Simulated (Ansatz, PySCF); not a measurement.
H₅Sb, SMILES [SbH5]. Atoms are numbered in the order given.

```xyz
6

Sb     0.0000     0.0000     0.0000
H      0.0000     0.0000     1.7724
H      0.0000     0.0000    -1.7724
H      1.7125     0.0000     0.0000
H     -0.8562     1.4830     0.0000
H     -0.8562    -1.4830     0.0000
```
Charge 0, spin multiplicity 1.

Coordinates come from a r2SCAN-D4/def2-TZVP optimisation. The def2 effective core potentials stand for the cores of Sb; spin–orbit coupling is left out.

Vertical ionisation energy (IE) and electron affinity (EA) in eV. Rows of orbital energies are one-electron estimates. Where ΔSCF, EOM or ADC give a negative EA the extra electron is unbound and the value depends on the basis.

```tsv
level	IE	EA
−ε(HOMO), −ε(LUMO), CAM-B3LYP/def2-TZVPD (PySCF)	7.61	0.28
−ε(HOMO), −ε(LUMO), PBE0/def2-TZVPD (PySCF)	(withheld)	(withheld)
−ε(HOMO), −ε(LUMO), PBE/def2-TZVPD (PySCF)	5.34	1.81
ΔSCF, PBE0/def2-TZVPD (Ansatz), final states of multiplicity 2 and 2	8.49	-0.42
ΔSCF, PBE/def2-TZVPD (Ansatz), final states of multiplicity 2 and 2	8.37	-0.28
```

### Question
Complete the blanks. (An estimate is asked for; the answer gives what the named calculation found.)

### Answer

- −ε(HOMO), −ε(LUMO), PBE0/def2-TZVPD (PySCF), IE: 6.36
- −ε(HOMO), −ε(LUMO), PBE0/def2-TZVPD (PySCF), EA: 1.02

### Question
What vertical singlet–triplet gap does ΔSCF give with PBE0/def2-TZVPD (Ansatz, an electronic-structure program) and with PBE/def2-TZVPD (Ansatz)? (An estimate is asked for; the answer gives what the named calculation found.)

### Answer
3.48 and 3.18 eV (triplet above singlet where positive).
